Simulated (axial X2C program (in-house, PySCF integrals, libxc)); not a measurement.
Spin–orbit effects along a row: molecules with Br (ions), HF

Computed with an in-house relativistic program for diatomic molecules, spin-free (one-electron X2C) or two-component (2c: spin–orbit coupling with atomic mean-field Coulomb and Gaunt terms, which also bring small scalar terms), in Dyall basis sets with cores contracted in-house; open shells are unrestricted.

Basis sets: Br dyall-acv3z, Cl dyall-av3z, Mg dyall-av3z, Na dyall-av3z, P dyall-av3z, S dyall-av3z, Si dyall-av3z.

| molecule | spin-free state | Re (Å) | ωe (cm⁻¹) | De (eV) | 2c state | Re 2c (Å) | ωe 2c (cm⁻¹) | De 2c (eV) |
| --- | --- | --- | --- | --- | --- | --- | --- | --- |
| NaBr⁻ | M_S = 1/2, Λ = 0 | 2.693 | 210.7 | 1.12 | Ω = 1/2 | 2.694 | 210.4 | 1.11 |
| MgBr⁻ | M_S = 0, Λ = 0 | 2.600 | 215.9 | 0.85 | Ω = 0 | 2.601 | 215.6 | 0.85 |
| SiBr⁻ | M_S = 1, Λ = 0 | 2.493 | 250.2 | 1.25 | Ω = 1 | 2.494 | 249.9 | 1.25 |
| PBr⁻ | M_S = 1/2, Λ = 1 | 2.369 | 302.6 | -0.70 | Ω = 3/2 | 2.368 | 303.1 | -0.68 |
| SBr⁻ | M_S = 0, Λ = 0 | 2.262 | 370.2 | 0.17 | Ω = 0 | 2.263 | 369.8 | 0.17 |
| BrCl⁻ | M_S = 1/2, Λ = 0 | 2.767 | 199.4 | 0.60 | Ω = 1/2 | 2.776 | 192.6 | 0.45 |

Work out the shifts from the spin-free to the two-component result.



```csv
molecule,2c state,ΔRe (Å),Δωe (cm⁻¹),ΔDe (eV)
NaBr⁻,Ω = 1/2,0.001,-0.3,-0.01
MgBr⁻,Ω = 0,0.001,-0.3,0.00
SiBr⁻,Ω = 1,0.001,-0.3,0.00
PBr⁻,Ω = 3/2,-0.001,0.5,0.02
SBr⁻,Ω = 0,0.001,-0.4,0.00
BrCl⁻,Ω = 1/2,0.009,-6.8,-0.15
```

Shifts of one unit in the last digit are rounding.

Fragments in 2c: Br- + Na, Br- + Mg, Br- + Si, Br- + P, Br- + S, Br + Cl-. Each entry is the lowest single determinant of a limited PBE0 search at one distance. De goes to single-determinant-based atoms at the same level (for ions the charge split of lowest energy) and is withheld (n/a) where an atom does not fit its ground term or J level. Main or longest-lived isotopes. One determinant is a doubtful description, or other states lie close, for SiBr⁻; these need not be ground states, and all values refer to the states named. Some open-shell Ω = 0 determinants are out of reach, so the Ω given for SiBr⁻ need not be the lowest component. With several unpaired electrons the Ω given is that of one determinant, not necessarily of the lowest component. Some light 2c atoms are not at their ground J level, so De misses part of their lowering (0.04 eV or less). Where the atoms have a lower orbital projection than the molecule, De at mean-field level may be about a tenth of an eV too small.
